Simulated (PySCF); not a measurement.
A calculated (PBE0, PySCF 2.14, ANO-RCC-VTZP, scalar relativity by spin-free X2C-1e) atom or ion has these occupied shells.

| shell | electrons | orbital energy (eV) | rms radius, mean of both spins (bohr) |
| --- | --- | --- | --- |
| 1s α | 1 | -6467.2 | 0.0703 |
| 1s β | 1 | -6467.2 | 0.0703 |
| 2s α | 1 | -759.02 | 0.303 |
| 2s β | 1 | -756.66 | 0.303 |
| 2p α | 3 | -642.03 | 0.274 |
| 2p β | 3 | -640.02 | 0.274 |
| 3s α | 1 | -93.432 | 0.916 |
| 3s β | 1 | -86.978 | 0.916 |
| 3p α | 3 | -60.779 | 0.986 |
| 3p β | 3 | -53.825 | 0.986 |
| 3d α | 5 | -10.439 | 1.35 |
| 4s α | 1 | -6.166 | 3.43 |
| 4s β | 1 | -5.119 | 3.43 |

Problem. Name the element and its charge.

Solution. Mn (manganese, neutral), in [Ar] 3d5 4s2, high-spin 6S determinant.
